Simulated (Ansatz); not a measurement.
```yaml
crystal:
  periodic: [false, false, false]
  atoms:
    - {symbol: B, position_ang: [-0.479038, 1.185615, -0.459050]}
    - {symbol: Br, position_ang: [-1.323000, -0.190896, 0.899228]}
    - {symbol: B, position_ang: [0.496362, -1.171933, 0.475484]}
    - {symbol: Br, position_ang: [0.823390, -0.202295, -1.369670]}
    - {symbol: H, position_ang: [-1.303949, 1.528693, -1.241238]}
    - {symbol: H, position_ang: [0.185852, 1.946251, 0.166036]}
    - {symbol: H, position_ang: [1.309419, -0.769289, 1.242420]}
    - {symbol: H, position_ang: [0.290964, -2.326145, 0.286790]}
basis:
  gaussian: {orbitals: def2-mTZVP}
hamiltonian: {xc: {name: M06-2X}}
output: {forces: true}
```

```sh
$ ansatz run in.yaml --threads 4 --pin off --events-out ev --progress --plain --max-ram 10444MiB
```

Problem. How does Ansatz answer? (Best estimate.)

Solution. The calculation gave: The input was rejected before any iteration.
```
Error: YAML parse error: error: line 14 column 19: hamiltonian.xc: no functional is named "M06-2X"; the names, which are not case-sensitive, are SVWN5, SPW92, PBE, PBE0, PBEsol, revPBE, revPBE0, RPBE, rPW86-PBE, HSE06, wPBEh, LC-wPBE, HISS, HF, BLYP, B3LYP, B3LYP5, BHLYP, CAM-B3LYP, r2SCAN, r2SCANh, r2SCAN0, r2SCAN50, m-r2SCAN, B97, wB97, wB97X, wB97X-V, B97M-V, wB97M-V, B2PLYP, B2GP-PLYP, PBE0-DH, PBE-QIDH
12 | basis:
13 |   gaussian: {orbitals: def2-mTZVP}
14 | hamiltonian: {xc: {name: M06-2X}}
15 | output: {forces: true}
```

HSE06 is defined as in plane-wave codes.
